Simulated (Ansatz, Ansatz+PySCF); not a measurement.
```xyz
12

B     1.4534    0.0064   -0.0009
N     0.7130    1.2214   -0.0034
B    -0.7316    1.2513    0.0049
N    -1.4082   -0.0080    0.0060
B    -0.7314   -1.2519   -0.0052
N     0.7093   -1.2109   -0.0014
H     2.6592    0.0088   -0.0033
H     1.2051    2.0998   -0.0076
H    -1.3348    2.2952   -0.0055
H    -2.4191    0.0067    0.0074
H    -1.3342   -2.3002    0.0076
H     1.2188   -2.0939    0.0036
```

RHF on singlet B3N3H6 was run in several spherical basis sets with Ansatz (development build ahead of 0.2.0).

Q: Rank the basis sets by the total energy that they give, lowest first, with the distance from the lowest.
A. cc-pVDZ
B. 6-31G(d)
C. STO-3G
D. def2-SVP

A: A (0.00 eV), B (0.66 eV), D (5.19 eV), C (82.43 eV).

Totals follow the description of the cores as much as that of the bonds, so this order isn't one of quality for chemistry.
